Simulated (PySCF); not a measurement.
Cl3HOTi, SMILES [Cl][Ti]([OH])([Cl])[Cl], multiplicity 1.

Coordinates come from a r2SCAN-D4/def2-SVP optimisation. The geometry has at least one imaginary mode, so it is a saddle point at that level. The multiplicity is an assumed one; no other spin state was optimised. The isomer is the one that the SMILES or the coordinates give; other isomers of the formula were not compared. The values are those of a single conformer.

Calculation: TDDFT-PBE/def2-SVPD (PySCF).

Vertical excitations; the highest root listed may be one member of a degenerate set.  State labels are in the subgroup Cs.

Computed excitation energies, oscillator strengths and character:
| state | symmetry | energy (eV) | λ (nm) | f | main pairs |
|---|---|---|---|---|---|
| S1 | A" | 3.84 | 323 | 0.001 | HOMO→LUMO+1, HOMO−1→LUMO, HOMO−2→LUMO+1 (degenerate set) |
| S2 | A' | 3.84 | 323 | 0.001 | HOMO→LUMO, HOMO−1→LUMO+1, HOMO−2→LUMO (degenerate set) |
| S3 | A" | 3.94 | 315 | 0.000 | HOMO−1→LUMO 50 %, HOMO−2→LUMO+1 50 % |
| S4 | A' | 3.99 | 311 | 0.004 | HOMO−2→LUMO 49 %, HOMO−1→LUMO+1 49 % |
| S5 | A' | 4.12 | 301 | 0.024 | HOMO→LUMO, HOMO−1→LUMO+1, HOMO−2→LUMO (degenerate set) |
| S6 | A" | 4.12 | 301 | 0.024 | HOMO→LUMO+1, HOMO−2→LUMO+1, HOMO−1→LUMO (degenerate set) |
| S7 | A' | 4.58 | 271 | 0.001 | HOMO−3→LUMO+1 (degenerate set) |
| S8 | A" | 4.58 | 271 | 0.001 | HOMO−3→LUMO (degenerate set) |
| S9 | A" | 4.66 | 266 | 0.000 | HOMO→LUMO+4 62 %, HOMO−4→LUMO+1 19 %, HOMO−5→LUMO 19 % |
| S10 | A' | 4.69 | 264 | 0.000 | HOMO→LUMO+3 80 % |
| T1 | A' | 3.63 | 342 | 0 | HOMO→LUMO (degenerate set) |
| T2 | A" | 3.63 | 342 | 0 | HOMO→LUMO+1 (degenerate set) |
| T3 | A' | 3.79 | 327 | 0 | HOMO−2→LUMO 50 %, HOMO−1→LUMO+1 50 % |
| T4 | A" | 3.80 | 326 | 0 | HOMO−2→LUMO+1 50 %, HOMO−1→LUMO 50 % |
Triplets are in the Tamm–Dancoff approximation, which puts them higher than full response would, so one can lie above its singlet here.
